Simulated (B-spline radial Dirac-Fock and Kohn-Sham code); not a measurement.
## Dipole and non-dipole photoemission parameters of Pt³⁺ 4p3/2

System: the Pt³⁺ ion, configuration [Xe] 4f14 5d7; threshold 549.9 eV (orbital energy of the model). Model: Dirac-Hartree-Slater photoionisation with a Latter tail; cross sections with all multipoles, angular parameters from the dipole term and its interference with E2. Program: a radial finite-basis atomic code.

Input file task.json (cfg lists n, l and occupation; rrms is the nuclear radius in fm):

```json
{"items": [{
  "Z": 78,
  "q": 3,
  "cfg": [[1, 0, 2], [2, 0, 2], [2, 1, 6], [3, 0, 2], [3, 1, 6], [3, 2, 10], [4, 0, 2], [4, 1, 6], [4, 2, 10], [4, 3, 14], [5, 0, 2], [5, 1, 6], [5, 2, 7]],
  "A": 195,
  "rrms": 5.427,
  "do": "xps",
  "hv": [50.7, 59.0, 60, 111.0, 131.0, 143.0, 150, 160.0, 174.0, 176.0, 200, 276.0, 400, 483.0, 511.0, 581.0, 600, 979.0, 1240.0, 1253.6, 1510.0, 1570.0, 2740.0, 2860.0, 4400.0, 5414.7, 8047.8, 10100.0, 12600.0, 13100.0]
}]}
```

Run with: `python xray2_run.py task.json out`

For linearly polarised light dσ/dΩ = σ/(4π) [1 + β P₂(cos θ) + (δ + γ cos²θ) sin θ cos φ], with θ from the polarisation vector and φ the angle between the beam and the projection of the electron momentum on the plane normal to the polarisation.

```csv
hν (eV),σ (kb),β,γ,δ
581,213,-0.476,-0.253,0.097
600,209,-0.273,-0.241,0.107
979,134,1.025,0.312,0.050
1240,100,1.280,0.341,0.024
1253.6,99.0,1.289,0.339,0.023
1510,?,?,?,?
1570,72.2,1.449,0.264,0.009
2740,29.4,1.666,0.001,0.001
2860,27.3,1.676,-0.012,0.002
4400,12.0,1.738,-0.022,0.007
5414.7,7.86,1.747,0.066,0.011
8047.8,3.29,1.734,0.407,0.018
10100,1.94,1.710,0.693,0.024
12600,1.13,1.675,1.026,0.032
13100,1.03,1.668,1.089,0.033
```

Question: Give the values at 1510 eV.

Answer: σ = 76.4 kb, β = 1.425, γ = 0.281, δ = 0.010.

Values without a named source are computed, but for edge energies of neutral atoms, which are taken from tables.
